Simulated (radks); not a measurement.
Results of a calculation; reference values are marked as such.
All-electron atom: In3+ in [Kr] 4d9 5s1 (not the ground configuration). Code: a radial shooting solver on a logarithmic mesh with Libxc functionals. Model: Dirac Kohn-Sham, PBE, spin-unpolarised, spherical densities, point nucleus; open shells fill j = l - 1/2 first.

X-ray form factor f0, the Fourier transform of the density (f0(0) = 46):

| sin(theta)/lambda (1/angstrom) | f0 (electrons) |
|---|---|
| 0.05 | 45.484 |
| 0.1 | 44.034 |
| 0.15 | 41.895 |
| 0.2 | 39.359 |
| 0.25 | 36.680 |
| 0.3 | 34.043 |
| 0.4 | 29.290 |
| 0.5 | 25.486 |
| 0.6 | 22.601 |
| 0.8 | 18.735 |
| 1 | 16.027 |
| 1.25 | 13.084 |
| 1.5 | 10.515 |
| 2 | 7.120 |
